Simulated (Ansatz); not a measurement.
C3H7B, SMILES `B1CCC1` at its PBE0-D4/def2-TZVP geometry, where that method's forces vanish. Total charge 0; spin multiplicity 1.

```csv
atom,x (Å),y (Å),z (Å)
B1,-0.3863,1.0157,0.1861
C2,-1.0851,-0.1983,-0.4685
C3,0.2146,-0.7548,0.2321
C4,1.0673,0.5431,-0.0471
H5,-0.7819,1.6228,1.1388
H6,-0.9622,-0.3466,-1.5398
H7,-2.0541,-0.5502,-0.1228
H8,0.6155,-1.6473,-0.2455
H9,0.0778,-0.9612,1.2940
H10,1.8659,0.8001,0.6445
H11,1.4286,0.4769,-1.0718
```

Task: For each bond, give half the difference of the two atoms' forces along it (eV/Å; positive pushes the atoms apart) under PBE-D4, r2SCAN-D4, B3LYP-D4, ωB97M-V in def2-TZVPP. (Best estimate.)

Result: Ansatz gave: 
```tsv
bond	length (Å)	PBE-D4	r2SCAN-D4	B3LYP-D4	ωB97M-V
B1–C2	1.546	0.07	0.08	0.16	0.15
B1–C4	1.546	0.07	0.08	0.16	0.14
B1–H5	1.197	0.03	-0.05	-0.18	-0.19
C2–C3	1.578	0.08	0.16	0.28	0.22
C2–H6	1.089	0.09	-0.05	-0.08	-0.09
C2–H7	1.087	0.06	-0.06	-0.09	-0.11
C3–C4	1.578	0.08	0.16	0.28	0.22
C3–H8	1.089	0.13	-0.06	-0.21	-0.20
C3–H9	1.090	0.08	-0.06	-0.15	-0.13
C4–H10	1.087	0.06	-0.06	-0.09	-0.11
C4–H11	1.089	0.09	-0.05	-0.08	-0.09
```

B3LYP here is the variant with VWN-RPA as its local correlation; programs differ in this.
